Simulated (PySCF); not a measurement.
Below is a simulated gas-phase C 1s photoelectron spectrum of `CC(C)N([SiH3])[SiH2]C[SiH3]`.

Every computed line was given a Gaussian of 1.0 eV full width at half maximum and an area set by the number of equivalent atoms; the highest printed point is 100. The calculation used delta-SCF UKS SCAN, pcX-2 on the ionised atom, pcseg-1 elsewhere, spin-free X2C (PySCF).

binding energy (eV), intensity and a bar:
```
    288.4          0 
    288.5          0 
    288.6          1 
    288.7          1 
    288.8          2 #
    288.9          4 #
    289.0          6 ##
    289.1         10 ###
    289.2         15 ####
    289.3         21 ######
    289.4         28 ########
    289.5         37 ###########
    289.6         46 ##############
    289.7         56 #################
    289.8         65 ####################
    289.9         75 ######################
    290.0         83 #########################
    290.1         91 ###########################
    290.2         97 #############################
    290.3        100 ##############################
    290.4        100 ##############################
    290.5         97 #############################
    290.6         91 ###########################
    290.7         83 #########################
    290.8         74 ######################
    290.9         66 ####################
    291.0         59 ##################
    291.1         54 ################
    291.2         51 ###############
    291.3         49 ###############
    291.4         48 ##############
    291.5         46 ##############
    291.6         43 #############
    291.7         39 ############
    291.8         33 ##########
    291.9         27 ########
    292.0         21 ######
    292.1         16 #####
    292.2         11 ###
    292.3          7 ##
    292.4          5 #
    292.5          3 #
    292.6          2 
    292.7          1 
    292.8          0 
    292.9          0 
    293.0          0
```

**Question.** How many maxima does the curve show, and how many computed lines lie under it?

**Answer.** The curve has 1 maximum (at 290.4 eV). Under it lie 3 lines from 3 inequivalent carbon sites. At this width some lines have no maximum of their own.

**Question.** Decompose the envelope and assign each component. Numbering: `[CH3:1][CH:2]([CH3:3])[N:4]([SiH3:5])[SiH2:6][CH2:7][SiH3:8]`.

**Answer.** 
```csv
position (eV),relative area,line,atoms,environment
289.83,1,C 1s,C7,sp3 carbon bound to silicon
290.47,2,C 1s,C1/C3,methyl carbon
291.51,1,C 1s,C2,sp3 carbon bound to nitrogen
```

**Question.** What are the centre and the root-mean-square width of the whole band?

**Answer.** The area-weighted mean of the lines is 290.57 eV. Their own spread about it is 0.60 eV (rms) and each Gaussian has σ = 1.0/2.355 = 0.42 eV; the variances add, which gives 0.74 eV.

Lowest listed C 1s: C7, bonded to 2 H and 2 Si. Highest, 1.68 eV above it: C2, bonded to N, 2 C and H. The widest gap between neighbouring values is 1.04 eV, between 290.47 and 291.51 eV.

No satellites, vibrations or lifetime broadening are included. One atom of each set of topologically equivalent atoms was ionised and stands for the set; in this conformer not all members are related by symmetry, and their own values weren't computed. One conformer (not necessarily the lowest) at the PBE0-D3(BJ)/def2-SVP geometry, without solvent, vibrations or thermal averaging.

Conformer computed: `[CH3:1][CH:2]([CH3:3])[N:4]([SiH3:5])[SiH2:6][CH2:7][SiH3:8]`: C1–C2–N4–Si5 -59°, C2–N4–Si6–C7 -178°, N4–Si6–C7–Si8 177°.
